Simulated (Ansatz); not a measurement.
## A geometry optimisation of GeH4O4 with PBE0-D4/def2-SVP

The starting geometry of this gas-phase triplet was optimised with GFN2-xTB as a singlet; its bonds are those of `[OH][Ge]([OH])([OH])[OH]`.

| atom | x (Å) | y (Å) | z (Å) |
| --- | --- | --- | --- |
| Ge | -0.0029 | 0.0017 | 0.0006 |
| O | -0.0946 | 1.4790 | -0.8787 |
| O | 1.4713 | -0.8581 | -0.2334 |
| O | -1.2798 | -1.0070 | -0.5606 |
| O | -0.1046 | 0.3961 | 1.6726 |
| H | -0.2760 | 1.3947 | -1.8122 |
| H | 2.2168 | -0.5421 | 0.2740 |
| H | -1.1925 | -1.9378 | -0.3647 |
| H | -0.7377 | 1.0734 | 1.9025 |

Problem. Predict what becomes of its bonds when it is optimised with PBE0-D4/def2-SVP.

Solution. It loosens into GeH3O3 + HO, which stay close as a complex. Contacts that open: Ge1–O4 (1.72 → 2.86 Å).

The energy falls by 3.27 eV over 27 steps:

```json
{"step": "1", "E − E(last) (eV)": "3.273"}
{"step": "4", "E − E(last) (eV)": "1.847"}
{"step": "7", "E − E(last) (eV)": "0.563"}
{"step": "10", "E − E(last) (eV)": "0.338"}
{"step": "13", "E − E(last) (eV)": "0.204"}
{"step": "15", "E − E(last) (eV)": "0.080"}
{"step": "18", "E − E(last) (eV)": "0.005"}
{"step": "21", "E − E(last) (eV)": "0.001"}
{"step": "24", "E − E(last) (eV)": "0.000"}
{"step": "27", "E − E(last) (eV)": "0.000"}
```

Final geometry (Å):

```
atom    x (Å)    y (Å)    z (Å)
  Ge  -0.3172   0.4004  -0.1517
   O   0.4167   1.9330  -0.7223
   O   0.7910  -0.9809  -0.5169
   O  -1.5699  -2.1672  -0.2129
   O  -0.1785   0.5063   1.6141
   H   0.3456   2.0440  -1.6781
   H   1.5721  -0.9559   0.0531
   H  -0.5871  -2.1375  -0.3440
   H  -0.4726   1.3579   1.9587
```

No frequencies were run, so the end isn't proven a minimum. Open shells are spin-unrestricted. The triplet needn't be the ground state. Run with Ansatz 0.2.0, 3.3 min on 2 threads of Arm Neoverse V2, on a shared host.
